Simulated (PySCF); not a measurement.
SMILES F[Si](F)(F)Cc1cccs1, singlet at its GFN2-xTB optimised geometry (Å):

```
15

F     -2.5932    -3.8587     1.8247
Si    -1.6054    -2.6187     1.7477
F     -0.2312    -3.1601     2.3251
F     -2.1290    -1.6103     2.8519
C     -1.4552    -1.8767     0.0232
C     -0.5308    -0.6994     0.0000
C      0.8292    -0.6994     0.0000
C      1.3812     0.6020     0.0000
C      0.4334     1.5709     0.0066
S     -1.1568     0.9165     0.0116
H     -1.0832    -2.6345    -0.6713
H     -2.4376    -1.5673    -0.3382
H      1.4190    -1.5985    -0.0014
H      2.4376     0.8011    -0.0045
H      0.5633     2.6345     0.0084
```

Computed with PySCF with PBE/def2-TZVP. Cells within 0.4 Å of a nucleus heavier than hydrogen are left out (blank, or x).

Map of the electrostatic potential (hartree/e), clipped to [-0.08, 0.12] on the plane z = 0.0 Å:

```
|00000000000011111111100000000|
|00000000000111111111110000000|
|00000000001111122211111000000|
|00000000011112233221111000000|
|00000000011123466432111100000|
|00000000111224899942111110000|
|00000000112335999962111111000|
|00000000135568999963211111100|
|00000001379999999983222111110|
|000000027999999xx996443221110|
|000000149999999xx999999421111|
|0000001699xx99999999999832111|
|0000112799xx99999xx9999932111|
|00111136999999999xx9999632111|
|01111235999999999999985321110|
|111123457999xx99x999632211110|
|111234578999xx99xx99521111100|
|1112369999999999x999621111100|
|11224899999999999999932111000|
|112247999xxx99989999932111000|
|1112359999x999546999631110000|
|11122358999997433565321110000|
|01112235899996432232211110000|
|00011223568864322221111100000|
|00000112345543221111111000000|
|00000011233333211111100000000|
|00000001122222111110000000000|
|00000000011111111000000000000|
|00000000001111110000000000000|
```
Scale: ten equal steps from -0.004 (start of '0') to 0.120 (end of '9'), in the order '0123456789'; x runs from -5.00 to 5.00, y from -5.00 (bottom) to 5.00 (top).
